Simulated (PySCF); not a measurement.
# A single-point calculation

Pb(CH3)2H2 (singlet). PySCF 2.14.0, RKS PBE0, Pb def2-SVP with ECP60, C def2-SVP, H def2-SVP; non-relativistic Hamiltonian with scalar-relativistic core potentials where named; density fitting; no spin-orbit coupling. Purpose: singlet excitations, Tamm-Dancoff PBE0.

```python
mol = gto.M(atom='''
Pb     0.00000    -0.00000    -0.18040
C      1.31862     1.31862     1.10853
H      1.94506     1.94506     0.45432
H      0.67760     1.95426     1.73965
H      1.95426     0.67760     1.73965
C     -1.31862    -1.31862     1.10853
H     -1.94506    -1.94506     0.45432
H     -0.67760    -1.95426     1.73965
H     -1.95426    -0.67760     1.73965
H      1.02355    -1.02355    -1.23152
H     -1.02355     1.02355    -1.23152''',
    basis={'Pb': 'def2-SVP', 'C': 'def2-SVP', 'H': 'def2-SVP'},
    ecp={'Pb': 'def2-SVP'},
    charge=0, spin=0)
mf = dft.RKS(mol, xc='PBE0')
mf.grids.atom_grid = (50, 194)
mf = mf.density_fit()  # fitting sets: Pb def2-universal-JKFIT, C def2-universal-JKFIT, H def2-universal-JKFIT
mf.conv_tol = 1e-08; mf.max_cycle = 55
mf.kernel(dm0)  # dm0: converged density of the relaxed state
td = mf.TDA(); td.nstates = 8; td.kernel()
```

Run from Python with OMP_NUM_THREADS=2; the lines above give its settings. Where DIIS fails, smearing, a level shift and second-order steps follow.
It took 23 s on 2 threads of Arm Neoverse V2 (shared host), from an already converged density.

Task: Where do the frontier levels lie, over both spins?

Result: HOMO -7.63 eV, LUMO 0.01 eV. 

Task: What are the Mulliken charges and spins?

Result: 
```tsv
atom	charge (e)	spin (e)
Pb1	0.405	0.000
C2	-0.363	0.000
H3	0.084	0.000
H4	0.081	0.000
H5	0.081	0.000
C6	-0.363	0.000
H7	0.084	0.000
H8	0.081	0.000
H9	0.081	0.000
H10	-0.085	0.000
H11	-0.085	0.000
```

Task: Which singlet excitations follow (Tamm-Dancoff, 8 states)?

Result: 
```
state    eV  oscillator strength
    1  7.10               0.2152
    2  7.21               0.0700
    3  7.50               0.0622
    4  7.67               0.0011
    5  7.81               0.3018
    6  7.97               0.0000
    7  8.00               0.5564
    8  8.15               0.0091
```
Functionals without range separation put charge-transfer states too low; the basis has no diffuse functions.

The geometry was relaxed with TPSS (Pb def2-SVP with ECP60, C def2-SVP, H def2-SVP).
